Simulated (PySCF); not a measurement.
In(OH)2 (H2InO2), SMILES [OH][In][OH], multiplicity 2. Coordinates come from a PBE-D3(BJ)/def2-TZVP optimisation. The def2 effective core potentials stand for the cores of In; spin–orbit coupling is left out. One conformer was computed; it need not be the lowest.

The numbers are results of PySCF with PBE-D3(BJ)/def2-TZVP, not measurements.

Harmonic wavenumbers (cm⁻¹): 108, 196, 241, 487, 510, 720, 797, 3661, 3707. Rotational constants (GHz): 14.48, 4.954, 3.691; symmetry number 1.

Problem. Work out the zero-point energy and the ideal-gas rigid-rotor harmonic-oscillator thermochemistry at 298.15 K and 1 atm.

Solution. ZPE = ½ Σ hcν = ½ × 10426 cm⁻¹ = 14.91 kcal/mol. H − E(el) = 18.79 kcal/mol. Entropy in cal/(mol K): translation 40.90, rotation 24.61, vibration 9.09, spin 1.38, total 75.98. G − E(el) = -3.86 kcal/mol. Cp = 17.47 cal/(mol K). Modes under 150 cm⁻¹ make the vibrational entropy uncertain.
